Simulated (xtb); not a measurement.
C2H9NOSi, SMILES CO[Si@H](C)N. All values are semi-empirical tight-binding results from xtb (GFN2-xTB unless named), good for trends rather than for accurate numbers. The structure is a stationary point at GFN2-xTB. The structure was generated by enumeration; whether it is a known compound was not checked. The values are those of a single conformer.

Optimised geometry:

Bond lengths (Å): C1–O2 1.396, C1–H6 1.092, C1–H7 1.093, C1–H8 1.091, O2–Si3 1.627, Si3–C4 1.899, Si3–N5 1.731, Si3–H9 1.462, C4–H10 1.085, C4–H11 1.086, C4–H12 1.087, N5–H13 1.008, N5–H14 1.007. Bond angles (°): O2–C1–H6 111.1, O2–C1–H7 110.7, O2–C1–H8 108.0, H6–C1–H7 108.7, H6–C1–H8 109.3, H7–C1–H8 109.1, C1–O2–Si3 128.8, O2–Si3–C4 115.0, O2–Si3–N5 109.3, O2–Si3–H9 96.9, C4–Si3–N5 104.8, C4–Si3–H9 113.0, N5–Si3–H9 118.1, Si3–C4–H10 111.5, Si3–C4–H11 110.8, Si3–C4–H12 111.9, H10–C4–H11 107.3, H10–C4–H12 107.5, H11–C4–H12 107.7, Si3–N5–H13 117.8, Si3–N5–H14 119.0, H13–N5–H14 109.6.

Computed properties:
```
Quantity                                         Result
----------------------------------------  -------------
orbital gap                                     6.94 eV
dipole moment                                    1.48 D
zero-point energy                         70.3 kcal/mol
G − E(el) at 298.15 K (modified RRHO)     49.7 kcal/mol
static polarisability (D4 model)             69.9 bohr³
solvation energy, GFN2-xTB/ALPB(water)    -2.6 kcal/mol
solvation energy, GFN2-xTB/ALPB(toluene)  -3.8 kcal/mol
```

Problem. Give the atomic charges and the Wiberg bond orders between heavy atoms. (An estimate is asked for; the answer gives what the named calculation found.)

Solution. charges (e) C1 0.04, O2 -0.37, Si3 0.53, C4 -0.20, N5 -0.40, H6 0.03, H7 0.03, H8 0.04, H9 -0.08, H10 0.02, H11 0.02, H12 0.03, H13 0.15, H14 0.15. Bond orders C1–O2 1.00, O2–Si3 1.11, Si3–C4 0.88, Si3–N5 1.14.
